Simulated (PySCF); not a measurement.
# Exercise with solution: chemical shift, span and skew from a shielding tensor

Si(OSiH3)(H)2(Me) (CH8OSi2), SMILES [SiH2](C)O[SiH3]. Atoms are numbered in the order given.

```xyz
12

Si     0.9968     0.2599    -0.5899
C      2.4280     0.3596     0.5992
O     -0.3834    -0.1040     0.2635
Si    -2.0107    -0.3884     0.1760
H      1.2350    -0.8025    -1.6169
H      0.8069     1.5637    -1.2999
H      2.2536     1.1409     1.3545
H      2.5682    -0.5990     1.1214
H      3.3595     0.5999     0.0629
H     -2.5178    -0.6556     1.5516
H     -2.2906    -1.5731    -0.6919
H     -2.7215     0.7987    -0.3904
```

Coordinates come from a PBE0-D3(BJ)/def2-SVP optimisation. The values are those of a single conformer.

GIAO shieldings from PBE0/pcSseg-1 (PySCF), non-relativistic, no solvent. The symmetric part of the tensor of C2 has the principal values 172.3, 188.3, 195.3 ppm. The same nucleus in TMS has σ = 186.3 ppm at this level (PySCF, at its B3LYP-D3(BJ)/def2-TZVP geometry).

Task: Work out the isotropic shielding, the ¹³C shift against TMS, the span and the skew.

Result: 
σ(iso) = (σ11 + σ22 + σ33)/3 = 185.3 ppm. δ = σ(ref) − σ(iso) = 186.3 − (185.3) = 1.0 ppm.
Span Ω = σ33 − σ11 = 23.0 ppm. Skew κ = 3(σ(iso) − σ22)/Ω = -0.39. Tumbling in solution averages the tensor to δ; in a static solid the shielding alone would spread this spin-1/2 line over Ω.
